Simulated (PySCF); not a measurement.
## Frontier levels across methods

Compound: F3Si(SH), F3HSSi.
Z-matrix (Å and degrees, PBE0-D3(BJ)/def2-SVP geometry), rows numbered from 1:
```
F 
Si  1  1.5992
F   2  1.5993  1  105.76
F   2  1.5959  1  108.23  3  -116.39
S   2  2.0942  1  113.39  3   124.07
H   5  1.3526  2   92.87  1   -63.06
```

Basis pcSseg-2 throughout (PySCF), one geometry. Geometry: PBE0-D3(BJ)/def2-SVP; no solvent, vibrations or thermal averaging.

How do the orbital energies, the gap and the dipole change with the method?

| method | kind | HOMO (eV) | LUMO (eV) | gap (eV) | μ (D) | SCF cycles |
| --- | --- | --- | --- | --- | --- | --- |
| BLYP | GGA | -7.20 | -1.29 | 5.91 | 1.71 | 13 |
| B97-D | GGA | -7.32 | -1.23 | 6.09 | 1.67 | 14 |
| PBE | GGA | -7.38 | -1.33 | 6.05 | 1.71 | 14 |
| OPBE | GGA | -7.39 | -1.20 | 6.19 | 1.65 | 14 |
| BP86 | GGA | -7.46 | -1.35 | 6.10 | 1.69 | 14 |
| KT2 | GGA | -7.46 | -1.37 | 6.09 | 1.76 | 15 |
| KT3 | GGA | -7.47 | -1.41 | 6.06 | 1.72 | 15 |
| LDA | LDA | -7.52 | -1.48 | 6.04 | 1.81 | 13 |
| B3LYP | global hybrid | -8.42 | -0.74 | 7.68 | 1.78 | 12 |
| B97-2 | global hybrid | -8.43 | -0.45 | 7.98 | 1.76 | 12 |
| PBE0 | global hybrid | -8.69 | -0.43 | 8.27 | 1.79 | 12 |
| mPW1PW91 | global hybrid | -8.71 | -0.43 | 8.28 | 1.78 | 12 |
| BHandHLYP | global hybrid | -9.84 | 0.33 | 10.17 | 1.86 | 11 |
| CAM-B3LYP | range-separated hybrid | -10.05 | 0.47 | 10.52 | 1.81 | 11 |
| wB97X-D | range-separated hybrid | -10.57 | 1.39 | 11.96 | 1.75 | 12 |
| LC-wPBE | range-separated hybrid | -11.49 | 1.76 | 13.24 | 1.76 | 12 |
| HF | Hartree–Fock | -11.65 | 2.41 | 14.06 | 1.85 | 10 |

The HOMO spans 4.45 eV, from BLYP down to HF, and the gap runs from 5.91 eV (BLYP) to 14.06 eV (HF). Over the methods BLYP (0 %), B97-D (0 %), PBE (0 %), OPBE (0 %), BP86 (0 %), KT2 (0 %), KT3 (0 %), LDA (0 %), B3LYP (20 %), B97-2 (21 %), PBE0 (25 %), mPW1PW91 (25 %), BHandHLYP (50 %), HF (100 %), a straight line through the gap against the share of exact exchange rises by 0.81 eV for each 10 % (correlation coefficient 0.999). The dipole ranges from 1.65 D (OPBE) to 1.86 D (BHandHLYP). This basis has no diffuse functions.

The vertical ΔSCF ionisation energy at CAM-B3LYP/def2-SVPD is 11.31 eV; −ε(HOMO) comes closest to it with LC-wPBE (11.49 eV).
